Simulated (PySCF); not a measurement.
# Al (aluminium, neutral) across methods

[Ne] 3s1 3p1 3d1, one real determinant (an excited configuration). All numbers are calculated (PySCF 2.14, no relativity, point nucleus, in aug-cc-pV(T+d)Z with one added diffuse shell each of s, p, d, f type (7s6p5d3f, 71 functions)).

```csv
method,E (hartree),mean ε 3s α (eV),mean ε 3p α (eV),mean ε 3d α (eV),Σ⟨r²⟩ (bohr²),⟨S²⟩
UHF,-241.60635,-16.950,-10.525,-1.724,105.5,3.750
PBE,-241.9279,-11.774,-6.202,-1.023,76.31,3.750
PBEsol,-241.4426,-11.737,-6.120,-0.975,75.94,3.750
r2SCAN,-242.0363,-12.132,-6.469,-0.943,78.20,3.750
LDA,-241.0047,-11.843,-6.127,-0.967,75.96,3.750
revPBE,-242.0182,-11.734,-6.210,-1.049,76.42,3.750
wB97M-V,-242.0312,-15.146,-8.644,-1.817,81.99,3.750
```

(1) Estimate the same row for PBE0.

⟨L²⟩ = 8.03 against 12 for a pure F term, so this real determinant mixes terms. The outer electron is Rydberg-like, and this basis confines it to a smaller radius and binds it less than a complete one would.

Answers

(1) E (hartree) = -241.9489; mean ε 3s α (eV) = -13.125; mean ε 3p α (eV) = -7.311; mean ε 3d α (eV) = -1.280; Σ⟨r²⟩ (bohr²) = 80.92; ⟨S²⟩ = 3.750.
